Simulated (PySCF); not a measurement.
Al(OH)2 (AlH₂O₂), SMILES [Al]([OH])[OH], multiplicity 2.

The structure is a stationary point at PBE-D3(BJ)/def2-TZVP. The multiplicity is an assumed one; other spin states were not compared. The isomer is the one that the SMILES or the coordinates give; other isomers of the formula were not compared. One conformer was computed; it need not be the lowest.

The numbers are results of PBE/def2-TZVPD (PySCF), not measurements.

Q: Estimate the frontier levels, dipole moment and polarisability. (The exact figures need the calculation; the answer reports its results.)

A: 
| Item | Value |
|---|---|
| α spin, highest occupied and lowest empty level | -5.21 and -1.48 eV |
| β spin, highest occupied and lowest empty level | -7.42 and -3.47 eV |
| dipole moment | 1.66 D |
| quadrupole, principal values (traceless, Buckingham form, about the centre of nuclear charge) | -8.37, 1.12, 7.25 D·Å |
| mean static polarisability | 46.4 bohr³ (6.87 Å³) |
| polarisability, principal values | 44.6, 45.2, 49.2 bohr³ |
| ⟨S²⟩ | 0.752 (pure state 0.75) |
